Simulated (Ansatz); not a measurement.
System: CdS (charge 0, singlet). 
Structure (B3LYP-D3(BJ)/def2-TZVP (Ansatz, an electronic-structure program) minimum search):
```
Cd
S 1 2.2686
```

Parts of the frozen-core correlation energy in def2-TZVPP (Ansatz, hartree). Frozen orbitals: 9; correlated occupied orbitals by spin: 9 and 9; virtual: 80 and 80. Spin-orbit coupling is left out. In def2 rows, elements after Kr have scalar-relativistic effective core potentials. The restricted reference is unstable.

```
term                            value
-------------------------  ----------
reference (HF)             -564.36368
MP2 opposite-spin                 ___
MP2 same-spin                     ___
CCSD correlation             -0.59641
(T)                               ___
T1 diagnostic                   0.024
largest doubles amplitude       0.125
```

Task: Complete the blanks.

Result: 
- MP2 opposite-spin, value: -0.41289
- MP2 same-spin, value: -0.20608
- (T), value: -0.02792
